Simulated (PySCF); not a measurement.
A side-by-side comparison of computed properties.

First species: C6H8.
Z-matrix (Å and degrees, GFN2-xTB geometry), rows numbered from 1:
```
C 
C   1  1.4896
C   2  1.3418  1  128.34
C   3  1.4935  2  109.97  1  -179.73
C   4  1.4933  3  102.50  2    -0.07
C   5  1.3376  4  109.43  3    -0.01
H   1  1.0897  2  110.27  3  -121.11
H   1  1.0898  2  110.22  3   119.98
H   1  1.0872  2  110.78  3    -0.52
H   3  1.0747  2  127.10  1     0.28
H   4  1.0924  3  111.96  2   119.85
H   4  1.0924  3  111.97  2  -120.02
H   5  1.0749  4  123.01  3   179.98
H   6  1.0758  2  123.41  1    -0.37
```

Second species: C7H7N3.
SMILES with atom numbers: `[CH3:1][c:2]1[cH:3][cH:4][cH:5][c:6]2[n:7][n:8][nH:9][c:10]12` (hydrogens: H11, H12, H13 on C1; H14 on C3; H15 on C4; H16 on C5; H17 on N9)

Levels: PBE0/pcSseg-1 for dipole moment, HOMO energy, LUMO energy and HOMO–LUMO gap; GFN2-xTB for rotational constant A and rotational constant C. Geometries: GFN2-xTB. Each species is one conformer at its optimised geometry, gas phase, non-relativistic unless stated. Electronic properties by PySCF.

Values for the first species:

```
Dipole moment         : 0.17 D
HOMO energy           : -6.18 eV
LUMO energy           : -0.28 eV
HOMO–LUMO gap         : 5.90 eV
Rotational constant A : 8.059 GHz
Rotational constant C : 2.411 GHz
```

(1) Estimate the same properties for the second species, and the change in each.

Results:

(1) 
```tsv
property	first	second	second less first
dipole moment	0.17 D	4.46 D	+4.29 D
HOMO energy	-6.18 eV	-6.96 eV	-0.78 eV
LUMO energy	-0.28 eV	-1.18 eV	-0.90 eV
HOMO–LUMO gap	5.90 eV	5.78 eV	-0.12 eV
rotational constant A	8.059 GHz	2.221 GHz	-5.838 GHz
rotational constant C	2.411 GHz	0.917 GHz	-1.494 GHz
```

On the first: In atomic units the dipole is 0.07 e·bohr (1 au = 2.5417 D). A dipole of 0.17 D is allowed in Cs, and pure rotational transitions are dipole-allowed.

On the second: A dipole of 4.46 D is allowed in Cs, and pure rotational transitions are dipole-allowed. The dipole matches unit charges of opposite sign 0.93 Å apart (1 e·Å = 4.8032 D).
